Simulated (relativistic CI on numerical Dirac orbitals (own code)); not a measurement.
## Hyperfine structure of Sr10+, mass number 87

Calculated at this level of theory: Dirac-Coulomb-Breit CI, KLI orbitals optimised for each configuration, model QED (radiative potential, 1s self-energy scaled to tabulated hydrogen-like ionisation energies), unscaled Slater integrals (own radial code, finite nucleus).

Configurations in the expansion (outside the closed core [Ne] 3s2): 3p⁶3d¹⁰, 3p⁶3d⁹4s, 3p⁶3d⁹4p, 3p⁶3d⁸4s², 3p⁶3d⁹4d, 3p⁶3d⁸4s4p, 3p⁶3d⁹5s, 3p⁶3d⁹4f, 3p⁶3d⁸4p², 3p⁶3d⁹5p, 3p⁶3d⁸4s4d, 3p⁶3d⁹5d, 3p⁶3d⁸4p4d, 3p⁵3d¹⁰4s, 3p⁶3d⁹5f, 3p⁶3d⁹5g. Levels of other configurations are missing.

Nuclear spin I = 9/2, μ = -1.09316 μN, Q = 0.305 b (tables of Stone and Pyykkö). The electronic factors are computed for point nuclear moments, without core polarisation or the Bohr-Weisskopf and QED corrections.

```json
{"Level": "3p⁶3d⁹4s ³D3", "E (cm⁻¹)": "978279", "A (MHz)": "-2865", "B (MHz)": "-1520"}
{"Level": "3p⁶3d⁹4s ³D2", "E (cm⁻¹)": "982033", "A (MHz)": "1219", "B (MHz)": "-1010"}
{"Level": "3p⁶3d⁹4s ³D1", "E (cm⁻¹)": "992788", "A (MHz)": "1785", "B (MHz)": "-552"}
{"Level": "3p⁶3d⁹4s ¹D2", "E (cm⁻¹)": "997086", "A (MHz)": "-4158", "B (MHz)": "-1310"}
{"Level": "3p⁶3d⁹4p ³P°2", "E (cm⁻¹)": "1153696", "A (MHz)": "-66.92", "B (MHz)": "-521"}
{"Level": "3p⁶3d⁹4p ³F°3", "E (cm⁻¹)": "1161365", "A (MHz)": "-1147", "B (MHz)": "-926"}
{"Level": "3p⁶3d⁹4p ³P°1", "E (cm⁻¹)": "1169400", "A (MHz)": "-539.1", "B (MHz)": "88.2"}
{"Level": "3p⁶3d⁹4p ³F°2", "E (cm⁻¹)": "1172521", "A (MHz)": "-1858", "B (MHz)": "-935"}
```

Levels with J = 0, under 50 % of one LS term, or S terms without an open s electron are left out. Small factors come from cancelling terms and can be off by tens of per cent or more.

At this charge energies of transitions that change n are usually good to better than 1 %, and those within a shell (Δn = 0) to a few per cent.

Give the hyperfine levels of 3p⁶3d⁹4s ³D3 relative to its centre of gravity.

With K = F(F + 1) − I(I + 1) − J(J + 1), E = AK/2 + B[¾K(K + 1) − I(I + 1)J(J + 1)]/[2I(2I − 1)J(2J − 1)]: F = 3/2: 46580, F = 5/2: 39730, F = 7/2: 30060, F = 9/2: 17470, F = 11/2: 1850, F = 13/2: -16940, F = 15/2: -39060 MHz.

LS names give the leading component of a level, which can be under half, so a name can repeat, a term be missing and a line seem to break the LS rules.
